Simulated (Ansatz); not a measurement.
An input meant for Si4H8⁻, that is cyclo-(SiH2)4 with one electron more (charge -1, doublet; with a point charge).

```yaml
crystal:
  periodic: [false, false, false]
  atoms:
    - {symbol: Si, position_ang: [0.976734, -1.373195, -0.023577]}
    - {symbol: H, position_ang: [0.486313, -2.797488, 0.039394]}
    - {symbol: H, position_ang: [2.481780, -1.387311, -0.110763]}
    - {symbol: Si, position_ang: [0.100407, 0.042547, 1.681667]}
    - {symbol: H, position_ang: [-0.838209, -0.644129, 2.641061]}
    - {symbol: H, position_ang: [1.148546, 0.776992, 2.478577]}
    - {symbol: Xx, position_ang: [-0.981218, 1.369993, 0.023920]}
    - {symbol: H, position_ang: [-2.486345, 1.367945, 0.111499]}
    - {symbol: H, position_ang: [-0.506080, 2.799451, -0.038279]}
    - {symbol: Si, position_ang: [-0.095438, -0.038994, -1.682038]}
    - {symbol: H, position_ang: [0.850828, 0.652948, -2.630114]}
    - {symbol: H, position_ang: [-1.137308, -0.768739, -2.491336]}
basis:
  gaussian: {orbitals: def2-mTZVP, final_grid: {core_spheres: 8, valence_spheres: 7, degree: 23}, nuclear_model: gaussian, point_charges: [{charge: 2.00, position_ang: [5.247, -0.997, -0.991]}]}
total_charge: -1
magnetization: {spin_polarized: true, initial_magnetization: 1}
hamiltonian: {xc: {name: revPBE0}, dispersion: d4}
scf: {lower_state_search: off}
output: {forces: true}
```

```sh
$ ansatz run in.yaml --threads 4 --pin off --events-out ev --progress --plain --max-ram 3916MiB
```

(1) Predict how Ansatz answers.

Results:

(1) The input was rejected before any iteration. An element symbol is wrong.
```
Error: YAML parse error: error: line 10 column 16: `Xx` is not an element symbol (H … Og, case-exact)
 8 |     - {symbol: H, position_ang: [-0.838209, -0.644129, 2.641061]}
 9 |     - {symbol: H, position_ang: [1.148546, 0.776992, 2.478577]}
10 |     - {symbol: Xx, position_ang: [-0.981218, 1.369993, 0.023920]}
11 |     - {symbol: H, position_ang: [-2.486345, 1.367945, 0.111499]}
12 |     - {symbol: H, position_ang: [-0.506080, 2.799451, -0.038279]}
```
